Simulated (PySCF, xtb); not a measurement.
# C2H5In: where a starting geometry ends

The starting geometry of this gas-phase singlet was built from a drawn formula by distance geometry; its bonds are those of `[CH2]1[CH2][InH]1`.

```xyz
8

C     0.6208    1.5640   -0.0297
C     0.7709    0.0126    0.0327
In   -1.2077    0.1068   -0.2966
H     0.7138    2.0719    0.9659
H     0.2884    2.0901   -0.8685
H     0.9877   -0.3780    0.9937
H     1.3897   -0.4270   -0.7740
H    -2.1439   -0.6305   -1.7836
```

Task: Where would you expect an optimisation with r2SCAN-D4/def2-SVP to take it?

Result: A bond breaks, giving a structure given below by its coordinates. Distances that change by over a tenth: C1–C2 (1.56 → 1.36 Å), C1–In3 (2.35 → 2.74 Å). Contacts that open: C2–In3 (2.01 → 2.94 Å).

The energy falls by 2.90 eV over 35 steps:

| step | E − E(last) (eV) |
| --- | --- |
| 1 | 2.900 |
| 5 | 1.468 |
| 9 | 1.402 |
| 12 | 1.397 |
| 16 | 1.394 |
| 20 | 0.842 |
| 24 | 0.058 |
| 27 | 0.011 |
| 31 | 0.000 |
| 35 | 0.000 |

Final geometry (Å):

```xyz
8

C     0.6267    1.5157    0.0420
C     0.8749    0.1901   -0.0891
In   -1.9214    0.8351   -0.7187
H     0.3507    1.9579    1.0055
H     0.8102    2.2201   -0.7766
H     0.7635   -0.5044    0.7488
H     1.2221   -0.2420   -1.0324
H    -1.3828   -0.9385   -0.8373
```

From the same start GFN2-xTB reaches the same bonding as this run.

No frequencies were run, so the end isn't proven a minimum. Atoms past krypton carry core potentials, without spin–orbit terms. Run with PySCF 2.14.0, 3.9 min on 2 threads of Intel(R) Xeon(R) Processor @ 2.70GHz (shared host).
